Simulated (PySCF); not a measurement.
Fill in the blanks.

Species: C7H7FO.
SMILES: `OC[C@@]12C=C[C@H]3[C@@H]1[C@]32F`

```tsv
property	level	value
point group of the GFN2-xTB geometry	GFN2-xTB	?
rotational constants A, B, C of the GFN2-xTB geometry	GFN2-xTB	2.510, 1.584, 1.161 GHz
dipole moment	PBE0/def2-SVPD	?
HOMO energy	PBE0/def2-SVPD	-6.98 eV
LUMO energy	PBE0/def2-SVPD	-0.26 eV
lowest singlet excitation	TDDFT PBE0/def2-SVPD	5.86 eV (212 nm, f = 0.041)
lowest triplet excitation (Tamm–Dancoff)	TDA PBE0/def2-SVPD	?
static isotropic polarisability	PBE0/def2-SVPD	?
electronic spatial extent ⟨r²⟩ about the centre of nuclear charge	PBE0/def2-SVPD	?
13C chemical shifts (computed TMS as zero) by class	GIAO PBE0/pcSseg-1	145.7 (1 C), 141.0 (1 C), 114.8 (1 C), 64.0 (1 C), 63.0 (1 C), 56.2 (1 C), 46.7 (1 C) ppm
1H chemical shifts (computed TMS as zero) by class	GIAO PBE0/pcSseg-1	6.58 (1 H), 6.34 (1 H), 4.70 (1 H), 4.15 (1 H), 3.88 (1 H), 2.84 (1 H), 0.47 (1 H) ppm
isotropic shieldings of nuclei other than C and H, by class	GIAO PBE0/pcSseg-1	?
```

The electronic properties come from PySCF, for the isolated species, density fitting.

(1) What is the dipole moment?

(2) Give the electronic spatial extent ⟨r²⟩ about the centre of nuclear charge.

(3) The point group of the GFN2-xTB geometry?

(4) Give the isotropic shieldings of nuclei other than C and H, by class.

(5) The static isotropic polarisability?

(6) The lowest triplet excitation (Tamm–Dancoff)?

## Answers

(1) 1.70 D.

(2) 1048 bohr².

(3) C1.

(4) 295 (1 O), 389 (1 F) ppm.

(5) 76.3 au.

(6) 3.76 eV.

The rotational constants make it an asymmetric top with κ = (2B − A − C)/(A − C) = -0.37, nearer the prolate limit (−1). The vertical singlet–triplet gap S1 − T1 is 2.10 eV (TDDFT singlet less Tamm–Dancoff triplet; S1: HOMO→LUMO, weight 0.67; T1: HOMO→LUMO, weight 0.94). With B = h/(8π²I), that is 505.379 GHz u Å² over I, the principal moments of inertia are 201.3, 319.1 and 435.2 u Å² (most abundant isotopes); the inertial defect Ic − Ia − Ib is -85.2 u Å² (zero for a rigid planar frame, negative otherwise). In wavenumbers S1 is 47200 cm⁻¹ (1 eV = 8065.54 cm⁻¹). The polarisability is 11.31 Å³ as a volume (1 au = 0.148185 Å³), or 1.16 au for each of the 66 electrons.

For the NMR shielding job (PBE0/pcSseg-1), on Arm Neoverse N1, one thread, shared host with 64 logical CPUs at a one-minute load of 57, this took 50 s of wall time and 0.84 GiB of memory at its peak.

One conformer stands for the species.
